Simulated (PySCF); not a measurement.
F2H4O2Si2, SMILES O[Si](F)(F)O[SiH3].

Geometry: PBE-D3(BJ)/def2-SVP. This is a generated structure with no PubChem entry under its InChIKey; it may be hypothetical. The values are those of a single conformer.

Two levels are set side by side: PBE/def2-TZVP (PySCF) and HF/def2-TZVP (PySCF). Same geometry, gas phase. Differences are taken from unrounded values.

```json
[
 {"quantity": "orbital gap (eV)", "PBE": "6.68"},
 {"quantity": "highest occupied level (eV)", "PBE": "-7.93"},
 {"quantity": "lowest empty level (eV)", "PBE": "-1.25"},
 {"quantity": "dipole moment (D)", "PBE": "0.75"},
 {"quantity": "mean polarisability (bohr³)", "PBE": "55.0"}
]
```

Q: These are the PBE values. What does HF give? (The exact figures need the calculation; the answer reports its results.)

A: 
| quantity | HF | PBE minus HF |
|---|---|---|
| orbital gap (eV) | 15.71 | -9.03 |
| highest occupied level (eV) | -12.97 | 5.04 |
| lowest empty level (eV) | 2.75 | -3.99 |
| dipole moment (D) | 0.76 | -0.01 |
| mean polarisability (bohr³) | 46.6 | 8.4 |

Without exact exchange PBE keeps part of each electron's self-repulsion, which lifts occupied levels and narrows the gap. PBE's more diffuse valence density responds more strongly to a field. Differences between two approximate levels are no errors against the true value.

Rough cost on one machine, each run with all the roots and properties that it gave: HF against PBE about 1/3.
